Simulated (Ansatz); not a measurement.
Two isomers of C2H4ClNSi: A = `C=C1N[SiH]1Cl`, B = `C=C=N[SiH2]Cl`.

Calculated with Ansatz (gas phase, PBE0-D4/def2-TZVP geometries, no zero-point term in ΔE). CBS: MP2 limit from def2 TZ/QZ plus the TZ coupled-cluster correction, frozen cores. Functionals use def2-TZVPP. Each species was taken in one conformer, which may not be the lowest.

(1) Which is lower in electronic energy at CCSD(T)/CBS, and by how much? (Estimate.)

(2) Give E(B) − E(A) in kJ/mol with CCSD/def2-TZVPP, PBE0-D4, CCSD(T)/def2-TZVPP, r2SCAN-D4, MP2/def2-TZVPP, B2PLYP, ωB97M-V. (Estimate.)

Largest T1 diagnostic: 0.013.

## Answers

(1) The calculation gave: B, by 77.7 kJ/mol.

(2) Ansatz gave: CCSD/def2-TZVPP -85.4, PBE0-D4 -70.9, CCSD(T)/def2-TZVPP -82.9, r2SCAN-D4 -81.0, MP2/def2-TZVPP -79.5, B2PLYP -91.5, ωB97M-V -79.8. None reverses the order clearly.

In def2-TZVPP, CCSD(T) changes the Hartree–Fock value by +37.0 kJ/mol (the triples alone add +2.5 kJ/mol) and MP2 by +40.4 kJ/mol.
